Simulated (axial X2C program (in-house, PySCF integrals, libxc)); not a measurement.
**Spin–orbit effects down a group: molecules with Al, PBE0**

All values come from calculations with an in-house relativistic program for diatomic molecules, spin-free (one-electron X2C) or two-component (2c: spin–orbit coupling with atomic mean-field Coulomb and Gaunt terms, which also bring small scalar terms), in Dyall basis sets with cores contracted in-house; open shells are unrestricted.

Basis sets: Al dyall-v3z, Cd dyall-cv3z, Hg dyall-cv3z, Zn dyall-cv3z.

```
molecule   spin-free state  Re (Å)  ωe (cm⁻¹)  De (eV)  2c state  Re 2c (Å)  ωe 2c (cm⁻¹)  De 2c (eV)
    AlZn  M_S = 1/2, Λ = 1   2.681      171.8     0.35   Ω = 1/2      2.678         172.5        0.35
    AlCd  M_S = 1/2, Λ = 1   2.846      149.8     0.31   Ω = 1/2      2.834         152.5        0.33
    AlHg  M_S = 1/2, Λ = 1   2.772      144.9     0.26   Ω = 1/2      2.690         167.7        0.36
```

Task: Work out the shifts from the spin-free to the two-component result.

Result: 

```tsv
molecule	2c state	ΔRe (Å)	Δωe (cm⁻¹)	ΔDe (eV)
AlZn	Ω = 1/2	-0.003	0.7	0.00
AlCd	Ω = 1/2	-0.012	2.7	0.02
AlHg	Ω = 1/2	-0.082	22.8	0.10
```

Shifts of one unit in the last digit are rounding.

Each entry is the lowest single determinant of a limited PBE0 search at one distance. De goes to single-determinant-based atoms at the same level (for ions the charge split of lowest energy) and is withheld (n/a) where an atom does not fit its ground term or J level. Main or longest-lived isotopes. One determinant is a doubtful description, or other states lie close, for AlZn, AlCd, AlHg; these need not be ground states, and all values refer to the states named. Some light 2c atoms are not at their ground J level, so De misses part of their lowering (0.04 eV or less). The functionals have no current term, which raises determinants with orbital currents. Where the atoms have a lower orbital projection than the molecule, De at mean-field level may be about a tenth of an eV too small.
